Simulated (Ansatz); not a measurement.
Compare A (`N=CC1(F)C[SiH2]1`) with its isomer B (`C#CN(C)[SiH2]F`).

Calculated with Ansatz (gas phase, PBE0-D4/def2-TZVP geometries, no zero-point term in ΔE). CBS: MP2 limit from def2 TZ/QZ plus the TZ coupled-cluster correction, frozen cores. Functionals use def2-TZVPP. B3LYP here is the variant with VWN-RPA as its local correlation; programs differ in this. Each species was taken in one conformer, which may not be the lowest.

(1) Which is lower in electronic energy at CCSD(T)/CBS, and by how much? (Best estimate.)

(2) Give E(B) − E(A) in kcal/mol with r2SCAN-D4, B3LYP, CCSD/def2-TZVPP, HF/def2-TZVPP, PBE0-D4, MP2/def2-TZVPP, PBE-D4. (Estimate.)

Largest T1 diagnostic: 0.013.

## Answers

(1) Computed: B, by 53.4 kcal/mol.

(2) Ansatz gave: r2SCAN-D4 -46.0, B3LYP -52.1, CCSD/def2-TZVPP -53.8, HF/def2-TZVPP -62.3, PBE0-D4 -44.6, MP2/def2-TZVPP -56.6, PBE-D4 -41.5. None reverses the order clearly.

From PBE to PBE0 (25 % exact exchange), in def2-TZVPP and without D4, E(B) − E(A) moves by −3.0 kcal/mol. In def2-TZVPP, CCSD(T) changes the Hartree–Fock value by +10.1 kcal/mol (the triples alone add +1.7 kcal/mol) and MP2 by +5.7 kcal/mol.
